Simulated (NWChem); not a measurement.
Species: C$_{3}$H$_{3}$ClF$_{2}$; SMILES C=C(Cl)C(F)F

```xyz
9

C     -1.6864    -0.2707    -0.5025
C     -0.4105    -0.3090    -0.1308
Cl     0.5167    -1.7670    -0.0899
C      0.3805     0.8967     0.3066
F     -0.4045     1.9916     0.3050
F      1.4062     1.1140    -0.5404
H     -2.2135     0.6847    -0.4996
H     -2.2170    -1.1736    -0.8084
H      0.7956     0.7587     1.3214
```
Atoms are numbered in this order, from 1.

Results from NWChem. Geometry: optimised at PBE0/def2-SVP. Vzz is the largest principal value of the second derivative of the potential at the nucleus (NWChem prints the opposite sign); η is the asymmetry. Non-relativistic.

For level PBE/def2-SVP:

```
Item            Result
--------------  ------
Vzz Cl3 (a.u.)   3.459
```

Q: What are these values for level PBE/def2-TZVP?

A: The vzz Cl3 (a.u.) comes out as 3.791.
